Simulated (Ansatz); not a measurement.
Start from `[NH2][InH][Cl]` and change one atom or group to get `[CH3][In]([NH2])[Cl]`.

Ansatz, PBE0-D4/def2-TZVP geometries, multiplicity 1. Each molecule was computed in one conformer, which needn't be the lowest.

Elements past krypton have def2 core potentials.

```tsv
property	`[NH2][InH][Cl]`
HOMO–LUMO gap (PBE/def2-TZVPP) / eV	4.23
HOMO energy (ωB97M-V/def2-TZVPP) / eV	-9.85
LUMO energy (PBE0/def2-TZVPP) / eV	-1.22
LUMO energy (PBE/def2-TZVPP) / eV	-1.93
size of the dipole moment (PBE/def2-TZVPP) / D	3.03
LUMO energy (B3LYP/def2-TZVPP) / eV	-1.50
```

(1) Give the same properties after the change, and the shifts. (Estimate.)

Results:

(1) Computed: 
```csv
property,`[CH3][In]([NH2])[Cl]`,shift
HOMO–LUMO gap (PBE/def2-TZVPP) / eV,4.24,0.01
HOMO energy (ωB97M-V/def2-TZVPP) / eV,-9.67,0.18
LUMO energy (PBE0/def2-TZVPP) / eV,-0.92,0.30
LUMO energy (PBE/def2-TZVPP) / eV,-1.73,0.20
size of the dipole moment (PBE/def2-TZVPP) / D,3.54,0.51
LUMO energy (B3LYP/def2-TZVPP) / eV,-1.23,0.27
```

With PBE0 the HOMO rises by 0.18 eV and the LUMO rises by 0.30 eV, so the gap widens by about 0.12 eV. PBE moves the HOMO by 0.19 eV and ωB97M-V by 0.18 eV. Dipoles are sizes alone; their direction can turn.

B3LYP here is the variant with VWN-RPA as its local correlation; programs differ in this.
